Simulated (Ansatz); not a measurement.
```yaml
crystal:
  periodic: [false, false, false]
  atoms:
    - {symbol: C, position_ang: [1.102855, -1.491679, 0.773247]}
    - {symbol: C, position_ang: [0.714977, -0.206169, 0.132369]}
    - {symbol: O, position_ang: [1.437105, 0.631673, -0.249678]}
    - {symbol: O, position_ang: [-0.631823, -0.045299, -0.019405]}
    - {symbol: Si, position_ang: [-1.248995, 1.279254, -0.690622]}
    - {symbol: F, position_ang: [-0.942297, 2.567339, 0.231820]}
    - {symbol: F, position_ang: [-0.850436, 1.488406, -2.163775]}
    - {symbol: F, position_ang: [-2.930273, 1.066445, -0.677030]}
    - {symbol: H, position_ang: [0.583573, -1.547404, 1.711601]}
    - {symbol: H, position_ang: [2.157121, -1.518417, 0.906598]}
    - {symbol: H, position_ang: [0.719260, -2.321452, 0.081597]}
basis:
  gaussian: {orbitals: def2-TZVP}
magnetization: {spin_polarized: true, initial_magnetization: 0}
hamiltonian: {xc: {name: B2PLYP}, dispersion: d4}
scf: {lower_state_search: light}
output: {forces: true}
```

```sh
$ ansatz run in.yaml --threads 4 --pin off --events-out ev --progress --plain --max-ram 11315MiB
```

Task: How does Ansatz answer? (Estimate.)

Result: Ansatz gave: The program refused the input.
```
Error: invalid value for `hamiltonian.dispersion`: no damping is tabulated for this functional; type it, or the functional that lends it
```
